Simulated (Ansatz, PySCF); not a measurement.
C2H3BCl, SMILES `C=C[B-]Cl` (near-degenerate triplet; C–C–B–Cl torsion 180°) (charge -1, multiplicity 3). This triplet lies within 0.05 eV of the relaxed singlet at the level B3LYP-D3(BJ)/def2-TZVPD (PySCF).

Z-matrix (Å, degrees):
```
C
C 1 1.3888
H 2 1.0853 1 121.89
H 2 1.0855 3 116.62 1 179.98
H 1 1.0975 2 114.79 3 -0.02
B 1 1.4809 5 115.37 2 179.98
Cl 6 1.8427 1 124.90 5 0.01
```
Charge -1, spin multiplicity 3.

Problem. Give the natural occupations of the active orbitals, the CASSCF energy and the corrected energy for frozen-core fic-MRCISD+Q@CASSCF(6e,6o)/aug-cc-pVTZ // B3LYP-D3(BJ)/def2-TZVPD run with Ansatz (a quantum-chemistry and plane-wave program).

Solution. 
```json
{
  "natural_occupations": "1.98, 1.94, 1.00, 1.00, 0.06, 0.02",
  "CASSCF energy": "-561.7227 Ha",
  "corrected_energy": "-562.3300 Ha",
  "weight_of_the_reference": "0.858"
}
```
